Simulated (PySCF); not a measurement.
Run record for `CC#CC1C(=O)C=CC1=O`: HF/IGLO-II, start guess sap, TDHF, 1 singlet.

Method: TDHF/IGLO-II, vertical, gas phase, core orbitals frozen in the response (PySCF 2.14.0, density-fitted response routines). Geometry: GFN2-xTB. A driver script takes a list of jobs; this job's settings line and coordinates (Å) are shown.

Command:
```bash
OMP_NUM_THREADS=1 python probes_run.py task.json out
```

Input:
```
{"job": {"kind": "uv", "xc": "HF", "basis": "IGLO-II", "nstates": 1, "ntriplets": 2, "tda": false, "scf": {"guess": "sap"}}, "charge": 0, "multiplicity": 1}
C      3.221222     0.319609    -0.225240
C      1.849358     0.045566     0.134121
C      0.719886    -0.193826     0.457146
C     -0.666349    -0.461490     0.804461
C     -1.448109     0.849726     0.737549
O     -1.430033     1.741221     1.541179
C     -2.240242     0.793502    -0.514659
C     -2.155573    -0.410187    -1.085806
C     -1.289811    -1.319313    -0.296153
O     -1.116680    -2.492757    -0.480398
H      3.390066     1.395668    -0.249432
H      3.893283    -0.128773     0.505268
H      3.436845    -0.096952    -1.208567
H     -0.714209    -0.932620     1.789599
H     -2.812320     1.638828    -0.856864
H     -2.644931    -0.739258    -1.986471
```

Output:
```
final grid: 144312 points
cycle   1  E = -447.8763907053  dE =  3.359e+00  |g| = 5.167e+00  |ddm| = 7.725e+01
cycle   2  E = -414.6150056661  dE =  3.326e+01  |g| = 1.224e+01  |ddm| = 7.699e+01
cycle   3  E = -455.5886020001  dE = -4.097e+01  |g| = 1.620e+00  |ddm| = 1.441e+01
cycle   4  E = -456.0476090552  dE = -4.590e-01  |g| = 7.218e-01  |ddm| = 1.416e+00
cycle   5  E = -456.1787673893  dE = -1.312e-01  |g| = 2.165e-01  |ddm| = 5.278e-01
cycle   6  E = -456.1917060198  dE = -1.294e-02  |g| = 7.047e-02  |ddm| = 2.550e-01
cycle   7  E = -456.1932249773  dE = -1.519e-03  |g| = 2.091e-02  |ddm| = 9.664e-02
cycle   8  E = -456.1933743186  dE = -1.493e-04  |g| = 5.876e-03  |ddm| = 3.379e-02
cycle   9  E = -456.1933905637  dE = -1.625e-05  |g| = 1.888e-03  |ddm| = 1.327e-02
cycle  10  E = -456.1933922478  dE = -1.684e-06  |g| = 6.982e-04  |ddm| = 3.364e-03
cycle  11  E = -456.1933925357  dE = -2.879e-07  |g| = 1.955e-04  |ddm| = 1.643e-03
cycle  12  E = -456.1933925663  dE = -3.051e-08  |g| = 6.643e-05  |ddm| = 5.075e-04
cycle  13  E = -456.1933925691  dE = -2.872e-09  |g| = 2.265e-05  |ddm| = 1.778e-04
cycle  14  E = -456.1933925697  dE = -5.257e-10  |g| = 1.104e-05  |ddm| = 5.302e-05
converged SCF energy = -456.1933925697

Static polarisability (au): isotropic 82.940, principal 62.058 92.386 94.374

Singlet excitations
state   eV       nm        f      main configurations
  1   4.3026    288.2   0.00275   H-3->L 0.41, H->L 0.32, H-4->L+1 0.10

Triplet excitations (Tamm-Dancoff, eV): 3.0704 3.8214
```

H and L stand for HOMO and LUMO; the number after each pair is its weight.

How does the lowest singlet excitation compare with the HOMO–LUMO gap?

HOMO -10.26 eV and LUMO 1.09 eV give a gap of 11.35 eV; S1 at 4.30 eV lies 7.05 eV below it.

Give S1 in cm⁻¹ and kJ/mol.

4.3026 eV × 8065.54 = 34703 cm⁻¹; × 96.485 = 415.1 kJ/mol.

In short: SCF converged in 14 cycles with 256 basis and 936 fitting functions; HOMO -10.26 eV, LUMO 1.09 eV; lowest singlet 4.30 eV; lowest triplet 3.07 eV (Tamm–Dancoff); mean polarisability 82.9 au.

Hardware: Arm Neoverse V1, one thread, no GPU, shared host with 32 logical CPUs at a one-minute load of 16. Cost: 22 s of wall time, 1.1 GiB resident at most.

One conformer stands for the species.
